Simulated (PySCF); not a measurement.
## SMILES F[SiH2][SiH2]O[SiH3], FH7OSi3

Geometry (Å), atoms numbered from 1 in this order:
```xyz
12

F    -3.1526   -1.6573    0.4660
Si   -2.2273   -0.3458    0.2437
Si   -0.0529   -1.0653    0.3603
O     0.8150    0.2713    0.0413
Si    2.0858    1.2352   -0.2305
H    -2.7149    0.5565    1.2898
H    -2.7167    0.1654   -1.0388
H     0.4037   -1.5577    1.6689
H     0.3525   -2.0742   -0.6304
H     1.4991    2.4219   -0.8478
H     3.0096    0.5339   -1.1192
H     2.7000    1.5155    1.0648
```

The calculation used GIAO B3LYP/pcSseg-1 magnetisability, rotational g tensor and spin-rotation constants, non-relativistic, gas phase in PySCF. Geometry: GFN2-xTB.

Give the nuclear spin-rotation constants along the inertial axes (H = +C I·J) beside the isotropic shieldings.

Rotational constants 8.0980, 0.8764, 0.8128 GHz. A star marks the isotopologue with that one atom substituted, in its own axes.
```tsv
atom	isotope	Caa (kHz)	Cbb (kHz)	Ccc (kHz)	mean (kHz)	σ (ppm)
F1	19F	3.674	0.254	-0.034	1.298	431.7
H6	1H	-0.716	-0.038	0.009	-0.248	26.3
H7	1H	-0.733	-0.027	0.001	-0.253	26.3
H8	1H	-0.726	-0.030	0.003	-0.251	26.3
H9	1H	-0.725	-0.030	0.004	-0.251	26.3
H10	1H	-0.759	0.042	-0.067	-0.262	27.0
H11	1H	-0.522	-0.036	-0.018	-0.192	26.9
H12	1H	-0.600	-0.075	0.026	-0.217	26.9
Si2	29Si*	-4.527	-0.582	-0.570	-1.893	341.0
Si3	29Si*	-4.256	-0.549	-0.523	-1.776	377.4
O4	17O*	-0.992	-0.025	0.022	-0.332	346.7
Si5	29Si*	-4.276	-0.538	-0.508	-1.774	382.3
```
For the geometry as given, no vibrational averaging.

How do the rotational constants and the g tensor change when H6, H7, H8, H9, H10, H11, H12 are replaced by deuterium?

Constants 5.9167, 0.8089, 0.7478 GHz; g -0.0834, -0.0187, -0.0193, against -0.1139, -0.0202, -0.0209 before.
